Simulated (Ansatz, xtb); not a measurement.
Breaking the Se1–H2 bond in SeH (multiplicity 2 held). Energies count from the point at 1.475 Å.


R- and RO- levels are restricted; in cc, def2 and unpolarised 6-31G sets they are followed outwards from rest. U- levels take the lowest unrestricted solution at each point, which mixes spins at long bonds. Active spaces are followed from rest. Full CI gives the lowest state of the spin. Curves can end on different states.

Cores are frozen in the correlated methods. Filled d and f shells under p-block atoms count as core.

The values were computed with Ansatz (Gaussian orbitals); xtb for the GFN methods. Values without a source in brackets are computed. The GFN methods have no spin term and hold the electronic entropy of 300 K.

Energies in eV.

| R (Å) | GFN2-xTB | RO-MP2/cc-pVDZ | U-CCSD/cc-pVDZ | FIC-MRCISD+Q on CASSCF(7,5)/cc-pVDZ | FCI/cc-pVDZ |
|---|---|---|---|---|---|
| 1.180 | 1.09 | 1.59 | 1.62 | 1.63 | 1.63 |
| 1.327 | 0.14 | 0.29 | 0.31 | 0.32 | 0.32 |
| 1.475 | 0.00 | 0.00 | 0.00 | 0.00 | 0.00 |
| 1.622 | 0.17 | 0.21 | 0.18 | 0.18 | 0.18 |
| 1.770 | 0.46 | 0.67 | 0.59 | 0.57 | 0.57 |
| 1.991 | 1.00 | 1.50 | 1.34 | 1.28 | 1.28 |
| 2.212 | 1.56 | 2.32 | 2.03 | 1.92 | 1.92 |
| 2.581 | 2.40 | 3.44 | 2.73 | 2.61 | 2.62 |
| 2.950 | 2.99 | 4.19 | 2.96 | 2.91 | 2.92 |
| 3.392 | 3.41 | 4.65 | 3.02 | 3.03 | 3.04 |
| 3.982 | 3.61 | 4.65 | 3.04 | 3.06 | 3.08 |
| 4.720 | 3.64 | 4.05 | 3.04 | 3.07 | 3.08 |
| 5.900 | 3.64 | 2.60 | 3.04 | 3.07 | 3.09 |

Doubts at one or more of the structures used: a restricted determinant that unrestricted orbitals would lower (RO-MP2/cc-pVDZ); a spin-contaminated determinant (U-CCSD/cc-pVDZ); T1 above 0.05 (U-CCSD/cc-pVDZ).

Ansatz is a first-principles code.
